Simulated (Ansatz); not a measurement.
The B1–H2 bond of CH5BSe (SMILES CB[SeH]) is stretched (multiplicity 1, the rest rigid).
Geometry at rest (charge 0, multiplicity 1):
| atom | x (Å) | y (Å) | z (Å) |
|---|---|---|---|
| B | -0.1528 | -0.5534 | 1.0626 |
| H | -1.1320 | -0.5894 | 1.7355 |
| C | 1.1691 | -1.2645 | 1.4816 |
| H | 0.9786 | -2.3331 | 1.6320 |
| H | 1.4936 | -0.8885 | 2.4585 |
| H | 2.0000 | -1.1608 | 0.7826 |
| Se | -0.2340 | 0.4253 | -0.5976 |
| H | -1.6347 | 0.8649 | -0.4932 |

Frozen-core correlation. Filled d and f shells under p-block atoms count as core.

Codes used: Ansatz (Gaussian basis) for Hartree–Fock, density functionals and correlated methods. Values without a source in brackets are computed.

FIC-MRCISD+Q on CASSCF(2,2)/cc-pVTZ, total energies (hartree):

```json
[
 {"R (Å)": "1.189", "CASSCF": "-2465.411609", "MRCISD": "-2465.821873", "weight c² of the reference": "0.87147"},
 {"R (Å)": "2.080", "CASSCF": "-2465.320177", "MRCISD": "-2465.721394", "weight c² of the reference": "0.87074"},
 {"R (Å)": "3.804", "CASSCF": "-2465.258312", "MRCISD": "-2465.653397", "weight c² of the reference": "0.87199"}
]
```

Question: Add the Davidson correction (E_MRCISD − E_CASSCF)(1 − c²)/c² and give the energies above the first point at the three levels.

Answer: 
Corrections (hartree): -0.060511, -0.059559, -0.058000. Above the first point (kcal/mol):
- R = 2.080 Å: CASSCF 57.4, MRCISD 63.1, with the correction 63.6
- R = 3.804 Å: CASSCF 96.2, MRCISD 105.7, with the correction 107.3

Ansatz is a quantum-chemistry and plane-wave program.
